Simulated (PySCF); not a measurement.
C₅H₅Cl, SMILES C#CCC(=C)Cl. Geometry: PBE-D3(BJ)/def2-SVP. Other conformers were not sampled.

Computed equilibrium geometry at PBE-D3(BJ)/def2-SVP (PySCF confirms it by a frequency run) as Cartesian coordinates in Å (one conformer of several):
```xyz
11

C      2.6024    -0.1075     1.0517
C      1.6590    -0.5473     0.4124
C      0.5265    -1.0739    -0.3494
C     -0.7767    -0.3399    -0.1085
C     -1.8902    -0.8901     0.4023
Cl    -0.7410     1.3470    -0.5742
H      3.4360     0.2843     1.6169
H      0.7653    -1.0283    -1.4362
H      0.3718    -2.1464    -0.1041
H     -2.8109    -0.3060     0.5375
H     -1.8900    -1.9503     0.6964
```
